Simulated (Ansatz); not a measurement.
Mg₅⁻. The state is a doublet with charge -1. Geometry B3LYP/def2-SVPD, basis def2-TZVPD, Ansatz.

```xyz
5

Mg   -2.6832   -0.0621    0.3528
Mg    2.2888    1.7167   -0.5753
Mg    2.0341   -1.4071   -0.0269
Mg   -0.8254   -2.6775    0.5202
Mg   -0.8142    2.4300   -0.2708
```

| run | HOMO (eV) | LUMO (eV) |
| --- | --- | --- |
| A | 0.33 | 0.49 |
| B | -0.04 | 0.72 |
| C | 0.11 | 0.54 |
| D | -0.10 | 0.99 |
| E | 0.20 | 1.02 |

B3LYP takes the VWN-RPA correlation. Another isomer (doublet) lies 0.30 eV lower at PBE0/def2-TZVPD; other spin states weren't run for this one.

HOMO and LUMO are taken over both spins.

**Question.** The runs used B3LYP, PBE, PBE0, r2SCAN, r2SCANh. Estimate which is which.

**Answer.** A PBE (0 % exact exchange); B r2SCANh (10 % exact exchange); C r2SCAN (0 % exact exchange); D PBE0 (25 % exact exchange); E B3LYP (20 % exact exchange). Exact exchange lowers occupied and raises empty levels; among semilocal functionals meta-GGAs tend to open the gap a little, and such runs are hard to tell apart. The gap grows from 0.16 eV (PBE) to 1.09 eV (PBE0). At PBE/def2-TZVPD, r2SCAN/def2-TZVPD, B3LYP/def2-TZVPD the highest occupied level of the charge -1 doublet lies above zero (up to 0.33 eV). The electron is either unbound and held by the finite basis, or the level is raised by self-interaction error.
